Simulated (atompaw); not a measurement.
## Mn (Z = 25) PAW (atompaw): all-electron and pseudo phase curves

- Element: Mn
- Generator: atompaw 4.2.0.5
- Type: PAW
- Functional: PBE
- Relativity: scalar-relativistic
- Frozen core: [Ne]
- Valence charge: 15
- Reference configuration: 3s2 3p6 3d5 4s0 4p0 (charge +2)
- Partial waves: 3s (bound); 4s (bound, empty); 3p (bound); 4p (bound, empty); 3d (bound); 3d channel at -1.1 Ry
- Local potential: bessel scheme, radius 1.60 bohr
- Core correction: smooth core density matched at 1.60 bohr
- Augmentation charge: sinc compensation charge, radius 1.40 bohr; PAW radius 1.70 bohr; waves and projectors: bloechl

The phase is arctan(r·u′/u) with u = r·R(r), unwrapped; energies in Ry, scanned from -10 to 5 Ry. A pole is an energy at which the radial function vanishes at the test radius. The pseudo phase is shifted by a multiple of π to meet the all-electron one at the reference energy, and phase errors are pseudo minus all-electron; the curves can meet again beyond the range given. Levels narrower than the energy grid can be missing from the lists of poles.

| channel | radius (bohr) | reference energy (Ry) | poles, all-electron | poles, pseudo | unbroken range about the reference energy with phases within 0.05 rad | phase error 1 Ry above the reference energy (rad) |
| --- | --- | --- | --- | --- | --- | --- |
| s | 1.71 | -1.43 | -7.30 | -7.30 | the whole range | -0.000 |
| p | 1.71 | -1.02 | -4.85 | -4.85 | the whole range | +0.000 |
| d | 1.71 | -1.79 | -0.92 | -0.92 | below 2.0 | -0.000 |

Phases in the s channel:

```csv
E (Ry),all-electron,pseudo
-10.00,1.308,1.308
-9.52,1.283,1.283
-9.04,1.242,1.241
-8.56,1.152,1.152
-8.08,0.736,0.735
-7.60,-1.341,-1.341
-7.12,-1.631,-1.631
-6.64,-1.711,-1.711
-6.16,-1.754,-1.754
-5.68,-1.785,-1.785
-5.20,-1.812,-1.812
-4.72,-1.838,-1.838
-4.24,-1.865,-1.865
-3.76,-1.895,-1.895
-3.28,-1.930,-1.931
-2.80,-1.973,-1.973
-2.32,-2.027,-2.027
-1.84,-2.097,-2.097
-1.36,-2.194,-2.194
-0.88,-2.334,-2.334
-0.40,-2.546,-2.546
0.08,-2.865,-2.866
0.56,-3.282,-3.284
1.04,-3.687,-3.690
1.52,-3.984,-3.988
2.00,-4.180,-4.184
2.48,-4.311,-4.314
2.96,-4.402,-4.405
3.44,-4.468,-4.472
3.92,-4.519,-4.522
4.40,-4.558,-4.562
4.88,-4.591,-4.595
```
